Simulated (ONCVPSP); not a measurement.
# Transferability test, ONCV potential for Ba

* Element: Ba (Z = 56)
* Generator: ONCVPSP 4.0.1
* Type: optimised norm-conserving Vanderbilt (ONCV)
* Functional: Wu-Cohen
* Relativity: scalar-relativistic
* Frozen core: [Kr] 4d10
* Valence charge: 10
* Reference configuration: 5s2 5p6 6s1.75 (charge +0.25)
* Partial waves: 5s+6s: rc 3.15 bohr, ncon 4, nbas 8, qcut 3.3 1/bohr, 2 projectors; 5p: rc 3.20 bohr, ncon 4, nbas 7, qcut 4.5 1/bohr, 3 projectors, debl 1.2 Ha; d scattering state at 0.03 Ha: rc 3.10 bohr, ncon 4, nbas 8, qcut 2.6 1/bohr, 2 projectors, debl 2.3 Ha
* Local potential: polynomial inside 2.30 bohr (lpopt 5, dvloc0 6 Ha)
* Core correction: polynomial model core, fcfact 0.45

In the d channel the program set the typed energies aside and used 0.050, 2.350 Ha.

Energies are relative to the spin-unpolarised reference configuration 5s2 5p6 6s1.75; without spin polarisation the order of configurations can differ from experiment.

```tsv
valence configuration	charge	ΔE all-electron (eV)	error AE − PS (meV)
5s2 5p6 6s2	0	-0.941	+0.1
5s2 5p6 6s1	+1	4.423	-0.9
```

Problem. What are ΔE and the potential's error for 5s1 5p6 6s2?

Solution. ΔE = 37.897 eV all-electron; the error (AE − PS) is -343 meV.

Problem. What are ΔE and the potential's error for 5s2 5p6 6s0?

Solution. ΔE = 14.257 eV all-electron; the error (AE − PS) is -6.4 meV.

Levels in the configuration 5s2 5p6 6s0:

| level | all-electron (eV) | pseudo (eV) |
| --- | --- | --- |
| 5s | -46.045 | -46.109 |
| 5p | -30.935 | -30.944 |
